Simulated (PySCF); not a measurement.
Two species compared at the same levels of theory.

First species: C5H7NO.
SMILES: `C/N=C/CC=C=O`

Second species: C4H10NP.
Geometry (GFN2-xTB, Å), atoms numbered from 1 in this order:
```
atom  x, y, z in Å
C1    -1.615   -1.319    1.017
C2    -0.673   -1.290    0.090
P3     0.137    0.193   -0.597
C4     1.912   -0.152   -0.435
C5    -0.185    1.521    0.650
N6    -0.110    0.494   -2.107
H7    -2.118   -2.235    1.288
H8    -1.911   -0.438    1.562
H9    -0.408   -2.185   -0.465
H10    2.142   -1.023   -1.044
H11    2.450    0.705   -0.836
H12    2.193   -0.329    0.600
H13    0.387    2.394    0.337
H14   -1.243    1.781    0.634
H15    0.107    1.225    1.654
H16   -1.072    0.666   -2.360
```

Levels: B3LYP/def2-SVPD for dipole moment, HOMO energy, LUMO energy, HOMO–LUMO gap, static isotropic polarisability and electronic spatial extent ⟨r²⟩ about the centre of nuclear charge; TDDFT B3LYP/def2-SVPD for lowest singlet excitation; TDA B3LYP/def2-SVPD for lowest triplet excitation (Tamm–Dancoff); GFN2-xTB for rotational constant A and rotational constant C. Geometries: GFN2-xTB. Each structure is a single optimised conformer of the isolated species, non-relativistic unless stated; the electronic structure was computed with PySCF and density fitting.

The conformers computed, where there is a choice (atom-mapped SMILES and torsion angles):
- `[CH3:1]/[N:2]=[CH:3]/[CH2:4][CH:5]=[C:6]=[O:7]`: N2–C3–C4–C5 -117°, C3–C4–C5–C6 -100°
- `[CH2:1]=[CH:2][P:3]([CH3:4])([CH3:5])=[NH:6]`: C1–C2–P3–C4 128°

Values for the first species:

```
Dipole moment                                                     : 1.20 D
HOMO energy                                                       : -6.67 eV
LUMO energy                                                       : -1.43 eV
HOMO–LUMO gap                                                     : 5.24 eV
Lowest singlet excitation                                         : 3.62 eV
Lowest triplet excitation (Tamm–Dancoff)                          : 3.26 eV
Static isotropic polarisability                                   : 75.0 au
Electronic spatial extent ⟨r²⟩ about the centre of nuclear charge : 1166 bohr²
Rotational constant A                                             : 9.961 GHz
Rotational constant C                                             : 0.957 GHz
```

(1) Estimate the same properties for the second species, and the change in each.

Results:

(1) 
```
                                                         property       first     second  second less first
                                                    dipole moment      1.20 D     3.56 D            +2.36 D
                                                      HOMO energy    -6.67 eV   -5.99 eV           +0.68 eV
                                                      LUMO energy    -1.43 eV   -0.89 eV           +0.54 eV
                                                    HOMO–LUMO gap     5.24 eV    5.10 eV           -0.14 eV
                                        lowest singlet excitation     3.62 eV    4.19 eV           +0.57 eV
                         lowest triplet excitation (Tamm–Dancoff)     3.26 eV    3.79 eV           +0.53 eV
                                  static isotropic polarisability     75.0 au    83.8 au            +8.8 au
electronic spatial extent ⟨r²⟩ about the centre of nuclear charge  1166 bohr²  763 bohr²         -403 bohr²
                                            rotational constant A   9.961 GHz  3.659 GHz         -6.302 GHz
                                            rotational constant C   0.957 GHz  2.103 GHz         +1.146 GHz
```

On the first: In atomic units the dipole is 0.47 e·bohr (1 au = 2.5417 D). The vertical singlet–triplet gap S1 − T1 is 0.36 eV (TDDFT singlet less Tamm–Dancoff triplet; S1: HOMO→LUMO, weight 0.92; T1: HOMO→LUMO, weight 0.92).

On the second: The principal polarisabilities are 73.7, 78.9 and 98.8 au; their mean is the isotropic value. The 8 singlets span 4.19 to 6.78 eV, and their oscillator strengths add up to 0.17.
